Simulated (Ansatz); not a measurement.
Au4Cl3, relaxed as a doublet with UKS r2SCAN-D4/def2-SVP in Ansatz, starting from the GFN2-xTB geometry. Force threshold 0.02 eV/Å.

In the def2 sets Au takes a core potential; there is no spin–orbit coupling. The structure comes from a short search, and lower isomers may exist.

Start:

```xyz
7

Au    0.1817    1.4059   -0.7751
Au    0.3434   -0.9867    0.9205
Au    2.2848    1.6628    0.7223
Au   -1.8555   -0.6112   -1.0355
Cl   -1.5187   -2.3776    0.3916
Cl   -1.7673    1.3393   -2.2729
Cl    2.3315   -0.4326    2.0491
```

**Question.** Estimate the energy that the relaxation releases and the steps that it takes.

**Answer.** 9.9 kJ/mol, in 6 steps; 77 s on 4 threads of Arm Neoverse V1 on a shared host. No frequencies were taken in this run, so the end may be a saddle point.

**Question.** Does the start keep its bonding and symmetry?

**Answer.** By distances, no bond broke or formed. The bond that changes most is Au1–Au2, from 2.94 to 3.37 Å (atoms count from 1). The end is the same structure that another start reached, the lowest one found.

**Question.** Predict the relaxed structure.

**Answer.** 
```xyz
7

Au    0.167    1.488   -0.838
Au    0.398   -1.246    1.118
Au    2.238    1.671    0.676
Au   -1.820   -0.553   -1.052
Cl   -1.552   -2.395    0.385
Cl   -1.796    1.415   -2.340
Cl    2.366   -0.379    2.051
```
Bond lengths (bridged metal pairs left out): 6 × Au–Cl 2.34 to 2.47 Å; 1 × Au–Au 2.57 Å.
